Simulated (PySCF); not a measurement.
**Spin states of CuCl⁺**

Unrestricted PBE0; basis Cu def2-TZVPPD, Cl def2-TZVPPD; no relativity; PySCF 2.14. Outer shells of the fragments: Cu+ 3d10; Cl 3s2 3p5.

Followed along the bond (rough minima from three points):

```json
{"2Ms+1": "2", "unpaired": "π ↑", "⟨S²⟩ at the start": "0.76", "R at minimum (Å)": "2.09", "Te (eV)": "0.00"}
{"2Ms+1": "2", "unpaired": "σ ↑", "⟨S²⟩ at the start": "0.76", "R at minimum (Å)": "2.06", "Te (eV)": "0.41"}
{"2Ms+1": "4", "unpaired": "σ ↑↑, π ↑", "⟨S²⟩ at the start": "3.76", "R at minimum (Å)": "none in the scan", "Te (eV)": "≤ 3.40"}
```

Solutions found at the starting distance of 2.205 Å, counted from the lowest of them; the search is not exhaustive and high or unbound solutions are not listed, so other states can lie among these:

| 2Ms+1 | unpaired | term | E (eV) | ⟨S²⟩ | ⟨Lz²⟩ | μ (D) |
| --- | --- | --- | --- | --- | --- | --- |
| 2 | π ↑ | ²Π | 0.00 | 0.76 | 1.01 | -2.68 |
| 2 | σ ↑ | ²Σ⁺ | 0.46 | 0.76 | 0.00 | -4.42 |
| 2 | δ ↑ | ²Δ | 1.92 | 0.75 | 4.00 | -5.96 |
| 4 | σ ↑↑, π ↑ | ⁴Π | 3.47 | 3.76 | 1.02 | 0.92 |
| 4 | σ ↑, π ↑↑ | mixed | 3.79 | 3.76 | 1.63 | 0.93 |
| 2 | σ ↓, π ↑↑ | mixed | 4.00 | 1.76 | 1.60 | 1.03 |
| 4 | σ ↑, π ↑↑ | mixed | 4.11 | 3.75 | 2.01 | 0.54 |
| 2 | σ ↓, π ↑, δ ↑ | mixed | 4.24 | 1.76 | 5.01 | 0.40 |
| 2 | σ ↓, π ↑↑ | mixed | 4.33 | 1.76 | 2.01 | 0.63 |
| 2 | σ ↑, π ↑↓ | mixed | 4.74 | 1.76 | 2.02 | 1.65 |

A term symbol is given only where ⟨S²⟩ and ⟨Lz²⟩ are close to those of a pure state; real π, δ and φ orbitals otherwise mix terms. A positive dipole points towards Cl; it is taken about the centre of mass and depends on that origin.

Problem. Compare the gap between the two lowest followed solutions at the starting distance with the gap between their minima.

Solution. At PBE0 the second solution (doublet, unpaired electrons σ ↑) lies +0.46 eV from the first (doublet, unpaired electrons π ↑) at 2.205 Å and +0.41 eV at the minima; the two curves relax by different amounts, since their minima lie near 2.06 and 2.09 Å.

Counting both spins, an empty level lies below a filled one in some of these solutions, because spin and occupation are held. The state is the lowest single determinant that the PBE0 search found; with open d or f shells the true ground state can be another one.
